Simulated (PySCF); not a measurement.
Ge(I)4, SMILES [I][Ge]([I])([I])[I], CAM-B3LYP/def2-SVP optimised geometry.

```
5

I      1.68    -1.19     0.00
Ge    -0.84    -1.19     0.00
I     -1.68    -2.37    -2.06
I     -1.68     1.19     0.00
I     -1.68    -2.37     2.05
```

Density from CAM-B3LYP/def2-TZVP, def2 effective core potentials past Kr (PySCF) at that geometry. The core electrons that the potentials of I replace are not part of the density.

Minimum of the electron density along straight lines between bonded atoms, close to the bond critical point (lines longer than 1.1 times the sum of covalent radii, or with two minima, are not listed):

```csv
bond,length / Å,ρ at the minimum / e bohr⁻³,∇²ρ there / e bohr⁻⁵,position (fraction from the first atom)
I1–Ge2,2.516,0.083,-0.03,0.56
Ge2–I3,2.516,0.083,-0.03,0.44
Ge2–I4,2.516,0.083,-0.03,0.44
Ge2–I5,2.516,0.083,-0.03,0.44
```
